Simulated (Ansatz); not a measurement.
PBE exchange is replaced step by step with exact exchange (0 % is PBE, 25 % PBE0; no dispersion term), basis def2-TZVPD, Ansatz. System: [TaO2(OH)2]- (TaO4H2⁻). Charge -1, multiplicity 1. Geometry: PBE-D4/def2-SVPD.

Geometry of the singlet:

```xyz
7

Ta    0.314    0.158   -0.270
O     1.289    1.365   -1.176
O     0.912   -1.503   -0.603
O    -1.604    0.278   -0.861
H    -2.051   -0.561   -1.056
O     0.482    0.515    1.701
H     0.659   -0.254    2.266
```

In the def2 sets Ta takes a core potential; there is no spin–orbit coupling.

```json
{"exact exchange (%)": "0", "HOMO (eV)": "-0.98", "LUMO (eV)": "2.54", "gap (eV)": "3.52"}
{"exact exchange (%)": "5", "HOMO (eV)": "-1.27", "LUMO (eV)": "2.65", "gap (eV)": "3.93"}
{"exact exchange (%)": "10", "HOMO (eV)": "-1.57", "LUMO (eV)": "2.77", "gap (eV)": "4.34"}
{"exact exchange (%)": "15", "HOMO (eV)": "-1.86", "LUMO (eV)": "2.88", "gap (eV)": "4.74"}
{"exact exchange (%)": "25", "HOMO (eV)": "-2.46", "LUMO (eV)": "3.10", "gap (eV)": "5.56"}
{"exact exchange (%)": "35", "HOMO (eV)": "-3.07", "LUMO (eV)": "3.30", "gap (eV)": "6.37"}
{"exact exchange (%)": "50", "HOMO (eV)": "-3.99", "LUMO (eV)": "3.58", "gap (eV)": "7.58"}
```
